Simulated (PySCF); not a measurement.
Two species compared at the same levels of theory.

First species: C3H8P2.
Bonds: C1–P2 (double), P2–C3, C3–C4, C4–P5. Hydrogens: H6, H7 on C1; H8, H9 on C3; H10, H11 on C4; H12, H13 on P5.

Second species: C2H7ClSi2.
Numbering: `[SiH3:1]/[CH:2]=[C:3](\[SiH3:4])[Cl:5]` (hydrogens: H6, H7, H8 on Si1; H9 on C2; H10, H11, H12 on Si4)

Structure used (GFN2-xTB), in Å, numbered top down from 1:
```xyz
12
C2H7ClSi2 angstrom
Si     1.885   -0.400    0.016
C      0.651    1.017   -0.069
C     -0.669    0.892   -0.057
Si    -1.776   -0.637    0.049
Cl    -1.660    2.337   -0.158
H      1.729   -1.280   -1.143
H      1.703   -1.162    1.254
H      3.225    0.194    0.001
H      1.072    2.015   -0.137
H     -2.550   -0.700   -1.191
H     -2.662   -0.448    1.198
H     -0.946   -1.830    0.211
```

Levels: PBE0/def2-SVPD for dipole moment, HOMO energy, LUMO energy, HOMO–LUMO gap, static isotropic polarisability and electronic spatial extent ⟨r²⟩ about the centre of nuclear charge; TDDFT PBE0/def2-SVPD for lowest singlet excitation; TDA PBE0/def2-SVPD for lowest triplet excitation (Tamm–Dancoff); GFN2-xTB for rotational constant A and rotational constant C. Geometries: GFN2-xTB. Each species is one conformer at its optimised geometry, gas phase, non-relativistic unless stated. Electronic properties by PySCF.

The conformers computed, where there is a choice (atom-mapped SMILES and torsion angles):
- `[CH2:1]=[P:2][CH2:3][CH2:4][PH2:5]`: C1–P2–C3–C4 -76°, P2–C3–C4–P5 -63°, H–P5–C4–C3 -42°, H–P5–C4–C3 50°

Values for the first species:

| Property | Result |
| --- | --- |
| Dipole moment | 1.68 D |
| HOMO energy | -7.26 eV |
| LUMO energy | -1.67 eV |
| HOMO–LUMO gap | 5.59 eV |
| Lowest singlet excitation | 4.32 eV |
| Lowest triplet excitation (Tamm–Dancoff) | 2.85 eV |
| Static isotropic polarisability | 88.4 au |
| Electronic spatial extent ⟨r²⟩ about the centre of nuclear charge | 836 bohr² |
| Rotational constant A | 6.035 GHz |
| Rotational constant C | 1.505 GHz |

**Question.** Estimate the same properties for the second species, and the change in each.

**Answer.** 
| property | first | second | second less first |
| --- | --- | --- | --- |
| dipole moment | 1.68 D | 1.22 D | -0.46 D |
| HOMO energy | -7.26 eV | -7.71 eV | -0.45 eV |
| LUMO energy | -1.67 eV | -1.30 eV | +0.37 eV |
| HOMO–LUMO gap | 5.59 eV | 6.41 eV | +0.82 eV |
| lowest singlet excitation | 4.32 eV | 5.75 eV | +1.43 eV |
| lowest triplet excitation (Tamm–Dancoff) | 2.85 eV | 3.74 eV | +0.89 eV |
| static isotropic polarisability | 88.4 au | 94.8 au | +6.4 au |
| electronic spatial extent ⟨r²⟩ about the centre of nuclear charge | 836 bohr² | 1121 bohr² | +285 bohr² |
| rotational constant A | 6.035 GHz | 3.311 GHz | -2.724 GHz |
| rotational constant C | 1.505 GHz | 1.009 GHz | -0.496 GHz |

On the first: The 8 singlets span 4.32 to 7.03 eV, and their oscillator strengths add up to 0.30. The dipole equals about 5.6 × 10⁻³⁰ C·m (1 D = 3.33564 × 10⁻³⁰ C·m).

On the second: The principal polarisabilities are 71.4, 93.2 and 119.9 au; their mean is the isotropic value. The vertical singlet–triplet gap S1 − T1 is 2.01 eV (TDDFT singlet less Tamm–Dancoff triplet; S1: HOMO→LUMO, weight 0.95; T1: HOMO→LUMO, weight 0.92).
